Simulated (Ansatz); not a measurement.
Ideal-gas functions of `FC1=CCB1` at 600 K and 1 bar, from an Ansatz frequency run at PBE0-D4/def2-TZVP.

Molar mass 69.88 g/mol, point group C1 (symmetry number 1), electronic degeneracy 1, moments of inertia 31.8, 122.294, 145.127 u Å². Harmonic wavenumbers (cm⁻¹, unscaled): 274, 361, 417, 629, 774, 809, 879, 932, 933, 991, 1020, 1079, 1128, 1249, 1359, 1476, 1645, 2671, 3102, 3152, 3166.

Use S(trans) = R[1.5 ln M + 2.5 ln T − 1.1517]; rotational temperatures θ = 24.2544 K / I; S(rot) = R[ln(√π/σ · √(T³/θAθBθC)) + 1.5]; for each mode x = 1.438777 ν̃/T, S = R[x/(eˣ − 1) − ln(1 − e⁻ˣ)] and H = RT x/(eˣ − 1); 1 cm⁻¹ = 0.0119627 kJ/mol; R = 8.31446 J/(mol·K).

Question: By hand: the entropy, in J/(mol·K).

Answer: Translation 176.4. Rotation: θ = 0.7627, 0.1983, 0.1671 K, giving 112.3. Vibration, mode by mode: 11.95, 9.77, 8.65, 5.64, 4.27, 4.00, 3.50, 3.17, 3.16, 2.83, 2.68, 2.40, 2.19, 1.74, 1.41, 1.12, 0.81, 0.10, 0.04, 0.04, 0.04, in all 69.5. Electronic 0.0. Sum 358.2 J/(mol·K).

Question: By hand: H − E and G − E in kJ/mol, counted from the electronic energy.

Answer: Zero-point energy ½ × 28046 × 0.0119627 = 167.8; thermal vibration 26.0; translation, rotation and pV give 4 RT = 20.0. H − E = 213.8 kJ/mol, and G − E = 213.8 − 600 × 358.2/1000 = -1.1 kJ/mol.

Vibration gives 19 % of the entropy. The sum counts one conformer and one mirror image; others add a mixing term.
